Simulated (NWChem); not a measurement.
C₄H₈; SMILES C/C=C\C

Program: NWChem. Coordinates come from a B3LYP/6-31G* (spherical d) optimisation. Level MN15/def2-SVP: energy and gradient on several grids; changes count from the extra-fine grid, which is no exact limit either.

**Question.** Which is the coarsest grid (xcoarse; coarse; fine; xfine; medium) from which on the energy stays within 500 μHa and each gradient component within 500 μHa/bohr of xfine?

**Answer.** coarse.
| grid | size of the energy change (μHa) | largest change of a gradient component (μHa/bohr) |
|---|---|---|
| xcoarse | 4000 | 3000 |
| coarse | 200 | 90 |
| medium | < 10 | < 30 |
| fine | < 10 | < 30 |
| xfine | < 10 | < 30 |
